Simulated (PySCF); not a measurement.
Spinor energies of Ta⁴²⁺ (tantalum, charge +42)

Start: [Ar] 3d10 4s2 4p1; 4p3/2 filled at m_j = +3/2. Calculated with PySCF 2.14 in an uncontracted even-tempered set (16 s from 5.3 bohr⁻², ratio 2.8; 13 p from 6.9 bohr⁻², ratio 2.8; 8 d from 12 bohr⁻², ratio 2.8; 4 f from 29 bohr⁻², ratio 3): generalised Hartree-Fock with the X2C-1e Hamiltonian and a Gaussian nucleus; one run each with spin-orbit coupling (SO) screened by Boettger's factors, then bare. This is a chosen level, not necessarily the ground level.

| spinor shell | electrons | ε, screened SO (eV) | ε, bare SO (eV) | weight of nominal j (bare SO) | rms radius, bare SO (bohr) |
| --- | --- | --- | --- | --- | --- |
| 1s1/2 | 2 | -69789.0 | -69787.8 | 1.000 | 0.0211 |
| 2s1/2 | 2 | -13777.8 | -13777.4 | 1.000 | 0.0852 |
| 2p1/2 | 2 | -13240.9 | -13271.3 | 1.000 | 0.0723 |
| 3s1/2 | 2 | -4658.6 | -4658.5 | 1.000 | 0.216 |
| 3p1/2 | 2 | -4423.1 | -4429.9 | 1.000 | 0.206 |
| 3p3/2 | 4 | -4132.3 | -4130.1 | 1.000 | 0.221 |
| 3d3/2 | 4 | -3753.4 | -3759.6 | 1.000 | 0.193 |
| 3d5/2 | 6 | -3690.3 | -3686.3 | 1.000 | 0.197 |
| 4s1/2 | 2 | -2187.7 | -2187.7 | 1.000 | 0.453 |
| 4p3/2 | 1 | -2016.1 | -2015.4 | 1.000 | 0.457 |

(1) Where does 2p3/2 lie, and what is the 2p spin-orbit splitting (bare SO)?

| quantity | screened SO | bare SO |
| --- | --- | --- |
| E (hartree) | -14452.97297 | -14454.03955 |
| M_J | 3/2 | 3/2 |
| ⟨J²⟩ | 3.751 | 3.751 |
| ⟨L²⟩ | 2.055 | 2.059 |
| ⟨S²⟩ | 0.805 | 0.809 |

Each row is a mean over spinors that exchange with the open shell spreads, by up to 12.671 eV (4s1/2).

Breit and QED terms are absent; they matter most for the inner s and p1/2 levels.

Densities and radii are taken from the X2C orbitals without a picture-change correction, which distorts them close to the nucleus.

Answers

(1) At -11951.8 eV, 1319.4 eV above 2p1/2.
